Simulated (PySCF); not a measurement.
Cd(Me)(OSiH3) (CH6CdOSi), SMILES [O]([SiH3])[Cd][CH3]. Atoms are numbered in the order given.

```xyz
10

Cd    -0.3484     0.2581     0.5061
C     -1.7316     1.3965     1.5878
H     -2.1798     0.7787     2.3892
H     -2.5316     1.7493     0.9095
H     -1.2248     2.2707     2.0389
O      1.0038    -0.8703    -0.4245
Si     1.4442    -1.0806    -2.0100
H      0.3039    -1.5776    -2.8746
H      2.5552    -2.0962    -2.0928
H      1.9421     0.1965    -2.6548
```
Charge 0, spin multiplicity 1.

Coordinates come from a PBE-D3(BJ)/def2-SVP optimisation. The structure was generated by enumeration; whether it is a known compound was not checked. The def2 effective core potentials stand for the cores of Cd; spin–orbit coupling is left out. The values are those of a single conformer.

These are PBE-D3(BJ)/def2-SVP in PySCF 2.14.0 values and carry that method's errors.

Frequencies are harmonic and unscaled.

A small imaginary wavenumber (i) marks a very flat motion, where grid noise or a shallow saddle decides the sign.

Task: Give all harmonic wavenumbers and intensities. (An estimate is asked for; the answer gives what the named calculation found.)

Result: 
```tsv
mode	ν (cm⁻¹)	IR (km/mol)	moving atoms (share of kinetic energy)
1	16i	0.1	H 92 %
2	44	0.2	H 76 %, O 10 %, C 9 %
3	67	0.1	C 28 %, Si 28 %, H 22 %, O 13 %, Cd 10 %
4	128	4.6	O 35 %, C 25 %, Cd 22 %, H 17 %
5	137	4.0	O 25 %, Cd 24 %, Si 18 %, C 17 %, H 15 %
6	413	12.5	O 46 %, Si 20 %, C 16 %, H 11 %
7	528	21.0	C 56 %, Cd 20 %, H 16 %
8	700	36.7	H 84 %, Si 9 %
9	707	15.5	H 81 %, Si 8 %
10	712	49.0	H 84 %, C 14 %
11	715	62.5	H 82 %, C 12 %
12	911	71.0	H 96 %
13	918	65.7	H 95 %
14	950	350.2	O 73 %, Si 20 %
15	978	447.0	H 88 %, Si 11 %
16	1141	0.8	H 82 %, C 17 %
17	1381	0.8	H 95 %
18	1382	0.7	H 95 %
19	2101	197.8	H 96 %
20	2108	140.0	H 98 %
21	2147	177.6	H 97 %
22	2991	5.2	H 98 %
23	3106	1.2	H 90 %, C 10 %
24	3107	1.2	H 90 %, C 10 %
```
